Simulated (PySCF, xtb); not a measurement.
CH4ClNOSi2, SMILES Cl[Si@H]1N=CO[SiH2]1.

Harmonic wavenumbers (cm⁻¹) from GFN2-xTB run with xtb at its own minimum, in rising order: 97, 119, 204, 334, 381, 395, 431, 537, 549, 612, 637, 650, 684, 721, 764, 842, 896, 1135, 1290, 1668, 2260, 2289, 2296, 2988.

Task: What does PySCF with PBE0-D3(BJ)/def2-SVP give at its own minimum? (An estimate is asked for; the answer gives what the named calculation found.)

Result: 90, 129, 218, 349, 399, 414, 489, 571, 668, 693, 711, 728, 744, 808, 870, 936, 1015, 1204, 1381, 1703, 2253, 2270, 2279, 3141. Paired by order, the mean absolute difference is 58 cm⁻¹ and the zero-point energies are 32.6 and 34.4 kcal/mol.
